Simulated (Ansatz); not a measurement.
`c1ccc(CCOc2ccccc2)cc1` with charge +1. The state is a doublet with charge 1. Geometry r2SCAN-D4/def2-SVP, that of the neutral singlet; atoms count from 1.

```xyz
29

C     3.417   -2.833    2.078
C     2.690   -1.967    2.900
C     1.429   -1.515    2.500
C     0.874   -1.920    1.275
C    -0.462   -1.390    0.823
C    -0.308   -0.097    0.034
O    -1.602    0.328   -0.351
C    -1.726    1.471   -1.074
C    -3.037    1.836   -1.424
C    -3.264    2.993   -2.165
C    -2.193    3.802   -2.569
C    -0.894    3.435   -2.218
C    -0.647    2.275   -1.474
C     1.618   -2.785    0.456
C     2.879   -3.239    0.853
H     4.402   -3.193    2.392
H     3.102   -1.649    3.862
H     0.857   -0.846    3.153
H    -1.117   -1.192    1.687
H    -0.978   -2.126    0.184
H     0.329   -0.263   -0.858
H     0.187    0.676    0.654
H    -3.858    1.191   -1.099
H    -4.290    3.267   -2.432
H    -2.374    4.710   -3.151
H    -0.047    4.056   -2.527
H     0.380    2.010   -1.213
H     1.195   -3.114   -0.499
H     3.440   -3.920    0.206
```

(1) Estimate the Mulliken populations from the PBE0/def2-SVP orbitals of Ansatz.

(2) Where does the spin sit?

(3) And the Mayer bond orders between heavy atoms (over 0.3)?

## Answers

(1) 
```tsv
atom	charge (e)	spin (α − β)
C1	0.01	0.08
C2	0.01	0.08
C3	-0.02	-0.04
C4	-0.12	0.07
C5	0.02	-0.01
C6	0.10	-0.01
O7	-0.25	0.21
C8	0.22	0.12
C9	0.03	0.18
C10	-0.01	-0.12
C11	0.06	0.34
C12	0.00	-0.05
C13	-0.05	0.10
C14	0.00	0.08
C15	-0.01	-0.04
H16	0.07	0.00
H17	0.06	0.00
H18	0.04	0.00
H19	0.08	0.00
H20	0.08	0.00
H21	0.08	0.01
H22	0.09	0.02
H23	0.08	-0.01
H24	0.09	0.00
H25	0.09	-0.02
H26	0.09	0.00
H27	0.07	-0.01
H28	0.04	0.00
H29	0.06	0.00
```
Mulliken values depend strongly on the basis.

(2) Summed by element: C 0.79, O 0.21, H 0.00, of 1 unpaired in all. Largest on single atoms: C11 0.34, O7 0.21, C9 0.18.

(3) C1–C2 1.32 (1.40 Å); C1–C15 1.40 (1.40 Å); C2–C3 1.41 (1.40 Å); C3–C4 1.39 (1.40 Å); C4–C5 1.03 (1.51 Å); C4–C14 1.32 (1.40 Å); C5–C6 1.06 (1.52 Å); C6–O7 0.89 (1.42 Å); O7–C8 1.23 (1.36 Å); C8–C9 1.24 (1.41 Å); C8–C13 1.21 (1.40 Å); C9–C10 1.48 (1.39 Å); C10–C11 1.30 (1.40 Å); C11–C12 1.29 (1.40 Å); C12–C13 1.47 (1.40 Å); C14–C15 1.40 (1.40 Å).
